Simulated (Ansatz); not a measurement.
Species: SiPH5, charge 0, singlet. SiPH5 (SMILES [SiH3]P).
B3LYP-D3(BJ)/def2-TZVP minimum from Ansatz (a quantum-chemistry and plane-wave program):
```xyz
7

Si    -1.0725     0.0867     0.2119
P      1.1233    -0.0680    -0.3324
H     -1.8171    -0.8926    -0.6134
H     -1.5318     1.4532    -0.1291
H     -1.3565    -0.1741     1.6427
H      1.3129    -1.2974     0.3513
H      1.5580     0.7172     0.7672
```
Charge 0, spin multiplicity 1.

Total energies in cc-pV(D+d)Z, 14 correlated electrons, 10 frozen orbitals. Open shells are spin-unrestricted; no spin-orbit coupling. Correlated methods leave the cores frozen. No relativity.

| method | program | energy (Eh) | minus CCSDT(Q) (mEh) |
|---|---|---|---|
| HF | Ansatz | -632.58416 | 290.67 |
| MP2 | Ansatz | -632.81748 | 57.36 |
| CCSD | Ansatz | -632.86584 | 9.00 |
| CCSD(T) | Ansatz | -632.87328 | 1.55 |
| CCSDT(Q) | Ansatz | -632.87484 | 0.00 |

Rough core times of Ansatz's runs on a shared machine: CCSD(T) under 20 s, CCSDT(Q) 80 s.
